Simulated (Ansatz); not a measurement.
`[K][Br]` + `O[Si]F` → `[F][K]` + `O[Si]Br` at 500 K and 1 bar (redistribution).

Isolated molecules relaxed with PBE0-D4/def2-TZVP in Ansatz; ΔE leaves out vibrations. CCSD(T)/CBS is the MP2 limit (def2-TZVPP, def2-QZVPP) plus CCSD(T) − MP2 in def2-TZVPP, frozen cores. This one scheme is used for every species. For Br, K outer-core shells are correlated without core-valence functions, which leaves a few kJ/mol of doubt a bond. Scalar relativity is left out up to krypton. One conformer a species, not always the lowest.

| species | CCSD(T)/CBS energy (Eh) | H − E (kJ/mol) | S (J/(mol·K)) |
| --- | --- | --- | --- |
| `[K][Br]` | -3172.84244 | 18.8 | 269.7 |
| `O[Si]F` | -464.72778 | 66.8 | 297.2 |
| `[F][K]` | -699.28088 | 19.2 | 245.1 |
| `O[Si]Br` | -2938.23569 | 65.4 | 323.3 |

H − E and S are ideal-gas, rigid-rotor, harmonic terms from PBE0-D4/def2-TZVP, for one conformer and one mirror image of each species. 1 Eh = 2625.50 kJ/mol, R = 8.31446 J/(mol·K).

**Question.** By hand: ΔE, ΔH, ΔS and ΔG.

**Answer.** ΔE = (-699.28088) + (-2938.23569) − (-3172.84244) − (-464.72778) = 0.05365 Eh = 140.9 kJ/mol. Δ(H − E) = 19.2 + 65.4 − 18.8 − 66.8 = -1.0, so ΔH = 139.9 kJ/mol. ΔS = 245.1 + 323.3 − 269.7 − 297.2 = 1.5 J/(mol·K). ΔG = 139.9 − 500 × (1.5)/1000 = 139.2 kJ/mol.

**Question.** By hand: the equilibrium constant, and the temperature at which ΔG would vanish if ΔH and ΔS stayed fixed.

**Answer.** log₁₀ K = −ΔG/(RT ln 10) = -14.5. ΔG = 0 at ΔH/ΔS = 93267 K, far beyond where these terms or the molecules hold.

The number of gas molecules stays the same, so ΔS is small and ΔH decides. A doubt of 5 kJ/mol in ΔE shifts log₁₀ K by 0.5 here. Other conformers and mirror images would add mixing entropy, several J/(mol·K) or more a flexible species. These are equilibria of isolated gas molecules and say nothing of rates. Largest T1 diagnostic: 0.015 (customary marks: 0.02 for closed shells, 0.045 for open ones).
